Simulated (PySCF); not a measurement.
Precursor series Mo Cl-NH2. Gas-phase values, no solvent. One relaxed conformer stands for each flexible species; it need not be the lowest. In the def2 sets, heavy atoms carry core potentials. All members: neutral, multiplicity 1. Level: B3LYP-D3(BJ)/def2-TZVP // TPSS-D3(BJ)/def2-SVP (PySCF), beside PBE-D3(BJ)/def2-TZVP // TPSS-D3(BJ)/def2-SVP (PySCF) at the same geometries. B3LYP has the VWN-RPA correlation part, as in Gaussian. 

| species | HOMO–LUMO gap, PBE (eV) | HOMO–LUMO gap, B3LYP-D3(BJ) (eV) |
|---|---|---|
| [Mo(Cl)5(NH2)] | 1.17 | 2.56 |
| [Mo(Cl)4(NH2)2] | 1.45 | 2.89 |
| [Mo(Cl)6] | 1.55 | 2.83 |
| [Mo(Cl)2(NH2)4] | 1.76 | withheld |
| [Mo(Cl)3(NH2)3] | 2.16 | 3.54 |
| [Mo(NH2)6] | 2.46 | 3.89 |

Q: Fit y = a + b·x, y being the HOMO–LUMO gap at the first level, to the 5 complete rows by least squares, with x = the PBE value in eV. Give a, b and the rms residual, and predict the withheld value.

A: Means of the 5 rows: x̄ = 1.758, ȳ = 3.142 eV. Σ(x − x̄)² = 1.1383 and Σ(x − x̄)(y − ȳ) = 1.1698, so b = 1.028 and a = ȳ − b·x̄ = 1.335 eV. The rms residual is 0.055 eV. At x = 1.76 the line gives 3.14 eV. The run for [Mo(Cl)2(NH2)4] gave 3.19 eV, so the line is off by 0.05 eV, within twice the rms residual.

Codes: PySCF.
